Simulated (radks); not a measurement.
Numerical settings for the manganese ion Mn+, [Ar] 3d5 4s1. All-electron calculation, scalar-relativistic Kohn-Sham, SCAN, spin-polarised, spherical densities, finite nucleus; open shells are filled with parallel spins first; meta-GGA in the generalised Kohn-Sham scheme; Fermi nuclear charge, rms radius 3.7057 fm. Program: a radial shooting solver on a logarithmic mesh with Libxc functionals. The defaults (mesh step 0.008 in ln r, mesh end at 40 bohr or more with all orbitals vanishing there, Anderson mixing 0.5 over 9 steps, residual threshold near 1e-9 with the energy settled to 1e-9 hartree or 1e-11 of itself, here a cap of 62 iterations) give E = -1158.622 hartree and 4s at -13.042 eV in 16 iterations. Run on one thread of a shared host, so times are rough (Intel(R) Xeon(R) Platinum 8488C): 0.17 s of CPU time, 0.17 s wall, 16 iterations on 2259 mesh points. Changes against that run (0 stands for a change within the tolerance of the run):

| setting | iterations | converged | E (mhartree) | e(4s) (meV) | CPU (s) |
|---|---|---|---|---|---|
| mesh step in ln r 0.03 | 14 | yes | +62.9 | +0.24 | 0.05 |
| mesh step in ln r 0.02 | 13 | yes | -5.37 | -0.103 | 0.07 |
| mesh step in ln r 0.003 | 39 | yes | +0.972 | +0.00574 | 0.84 |
| mesh end (bohr) 5 | 15 | yes | +31.4 | +1.19e+03 | 0.15 |
| mesh end (bohr) 3 | 15 | level above zero | +715 | +1.8e+04 | 0.14 |
| residual threshold 0.001 | 12 | yes | 0 | -0.0291 | 0.17 |
| residual threshold 1e-16 | 62 | no | 0 | 0 | 0.52 |
| mixing 2.5 | 4 | no | diverged | - | 0.09 |
| linear mixing, mixing 1 | 4 | no | diverged | - | 0.09 |
| linear mixing, mixing 0.2 | 62 | no | 0 | +0.00503 | 0.65 |
| mixing history 20 | 16 | yes | 0 | 0 | 0.22 |
| iteration cap 8 | 8 | no | +0.00173 | +0.389 | 0.12 |

Settled on a wrong energy, with an occupied level pushed above zero by the early mesh end: mesh end (bohr) 3 (+0.715 hartree). Apart from these: settings that end as converged yet miss the energy by more than 1 mhartree: mesh step in ln r 0.03 (+0.0629 hartree); mesh step in ln r 0.02 (-0.00537 hartree); mesh end (bohr) 5 (+0.0314 hartree). A mesh that ends early acts as a hard wall.
